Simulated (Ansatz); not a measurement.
Reaction (ligand exchange at the Si–C bond): `C[SiH2]C[SiH2]F` + `CC[SeH]` → `CC[Se][SiH2]C` + `C[SiH2]F`

Calculated with Ansatz (gas phase, PBE0-D4/def2-TZVP geometries, no zero-point term in ΔE). CBS: MP2 limit from def2 TZ/QZ plus the TZ coupled-cluster correction, frozen cores. Functionals use def2-TZVPP. For Se outer-core shells are correlated without core-valence functions, which leaves a few kJ/mol of doubt a bond. Scalar relativity is left out up to krypton. Each species was taken in one conformer, which may not be the lowest.

Problem. Is it downhill or uphill in electronic energy at CCSD(T)/CBS, and by how much? (Estimate.)

Solution. The calculation gave: Downhill: ΔE = -14.4 kcal/mol.

Problem. What do these levels give: PBE-D4, r2SCAN-D4, PBE, PBE0, HF/def2-TZVPP, CCSD/CBS(def2)? (An estimate is asked.)

Solution. Computed: PBE-D4 -14.5, r2SCAN-D4 -14.4, PBE -14.1, PBE0 -14.2, HF/def2-TZVPP -13.7, CCSD/CBS(def2) -14.2 kcal/mol.

Largest T1 diagnostic among the species: 0.011.
